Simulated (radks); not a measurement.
Initial-state core-level shifts of neutral manganese when its valence configuration changes from [Ar] 3d5 4s2. Calculated with a radial shooting solver on a logarithmic mesh with Libxc functionals: non-relativistic Kohn-Sham, TPSS, spin-polarised, spherical densities, point nucleus; open shells are filled with parallel spins first; meta-GGA in the generalised Kohn-Sham scheme. Shifts are changes of the shell-averaged eigenvalues in eV (positive: less bound); the change of the density at the nucleus, which sets a Mossbauer isomer shift, is in e/bohr^3, on a base of 1.057e+04.

| valence | 2s | 2p | 3s | 3p | density at nucleus |
|---|---|---|---|---|---|
| 3d5 4s1 4p1 | -1.164 | -1.162 | -1.132 | -1.125 | -2.863 |
| 3d4.5 4s1 4p1.5 | -5.230 | -5.189 | -4.708 | -4.595 | -1.647 |
| 3d6 4s1 | +4.490 | +4.451 | +4.131 | +3.996 | -4.508 |
| 3d6 4p1 | +3.208 | +3.157 | +2.693 | +2.537 | -8.313 |
| 3d4 4s2 4p1 | -8.781 | -8.697 | -7.627 | -7.403 | +3.907 |
| 3d5.5 4s1.5 | +2.483 | +2.462 | +2.255 | +2.176 | -2.483 |
| 3d3.5 4s2 4p1.5 | -13.664 | -13.530 | -11.657 | -11.304 | +6.194 |
| 3d5 4p2 | -2.483 | -2.488 | -2.547 | -2.544 | -7.421 |
| 3d6 4s0.5 4p0.5 | +3.830 | +3.785 | +3.394 | +3.249 | -6.364 |
